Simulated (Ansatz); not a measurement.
Harmonic frequencies (cm⁻¹) at PBE0-D4/def2-TZVP from Ansatz: 413, 413, 692, 1598.

Q: Which molecule is it?
A. PH₃
B. `[SbH3]`
C. `[N]=O`•
D. `S=C=S`

A: D.
